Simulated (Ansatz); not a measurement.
`C[SiH2][SiH2]F` + `CO[SiH](N)O` → `C[SiH2][SiH](O)F` + `CO[SiH2]N`  (redistribution)

Computed with Ansatz on PBE0-D4/def2-TZVP structures; ΔE is electronic, products minus reactants. CCSD(T)/CBS is the MP2 limit (def2-TZVPP, def2-QZVPP) plus CCSD(T) − MP2 in def2-TZVPP, frozen cores. This one scheme is used for every species. DFT in def2-TZVPP. One conformer a species, not always the lowest.

`C[SiH2][SiH2]F`:

Cartesian coordinates in Å:
```
C 0.235 1.469 0.909
Si -0.278 -0.328 0.758
Si 0.017 -1.134 -1.422
F -0.831 -0.231 -2.451
H -0.356 2.095 0.238
H 0.088 1.828 1.930
H 1.289 1.595 0.651
H -1.706 -0.501 1.149
H 0.544 -1.192 1.655
H 1.443 -1.060 -1.846
H -0.445 -2.540 -1.571
```

`CO[SiH](N)O`:

Z-matrix (Å, degrees):
```
C
O 1 1.409
H 1 1.096 2 111.5
H 1 1.094 2 111.3 3 121.4
H 1 1.092 2 108.2 3 -119.0
Si 2 1.633 1 124.0 3 -61.2
O 6 1.643 2 104.9 1 -50.7
N 6 1.701 2 112.4 1 -171.5
H 6 1.486 2 110.4 1 69.5
H 7 0.958 6 116.5 2 -174.4
H 8 1.008 6 120.7 2 55.7
H 8 1.007 6 119.3 2 -88.7
```

`C[SiH2][SiH](O)F`:

Z-matrix (Å, degrees):
```
C
Si 1 1.875
H 1 1.092 2 110.3
H 1 1.092 2 110.6 3 -119.7
H 1 1.092 2 110.8 3 120.2
Si 2 2.340 1 110.8 3 58.4
H 2 1.490 1 111.0 3 -61.5
H 2 1.490 1 111.0 3 179.0
F 6 1.607 2 109.5 1 65.6
O 6 1.640 2 106.5 1 -52.7
H 6 1.489 2 116.2 1 -176.0
H 10 0.959 6 118.8 2 -171.1
```

`CO[SiH2]N`:

Z-matrix (Å, degrees):
```
C
O 1 1.406
H 1 1.096 2 111.5
H 1 1.097 2 111.6 3 121.4
H 1 1.092 2 108.5 3 -119.3
Si 2 1.645 1 122.7 3 -65.4
N 6 1.706 2 116.5 1 62.3
H 6 1.489 2 109.1 1 -56.3
H 6 1.479 2 103.1 1 -177.3
H 7 1.005 6 122.3 2 -93.4
H 7 1.006 6 123.2 2 68.6
```

(1) Is it downhill or uphill in electronic energy at CCSD(T)/CBS, and by how much? (Best estimate.)

(2) What do these levels give: r2SCAN-D4, PBE0-D4, ωB97M-V, r2SCAN, PBE0, HF/def2-TZVPP, MP2/def2-TZVPP, SCS-MP2/def2-TZVPP, CCSD/def2-TZVPP, CCSD(T)/def2-TZVPP, HF/def2-QZVPP, CCSD/CBS(def2)? (An estimate is asked.)

Largest T1 diagnostic among the species: 0.012.

Answers

(1) The calculation gave: Uphill: ΔE = +1.4 kcal/mol.

(2) Ansatz gave: r2SCAN-D4 1.7, PBE0-D4 1.3, ωB97M-V 1.2, r2SCAN 1.7, PBE0 1.4, HF/def2-TZVPP 2.1, MP2/def2-TZVPP 1.2, SCS-MP2/def2-TZVPP 1.2, CCSD/def2-TZVPP 1.7, CCSD(T)/def2-TZVPP 1.5, HF/def2-QZVPP 2.1, CCSD/CBS(def2) 1.6 kcal/mol.
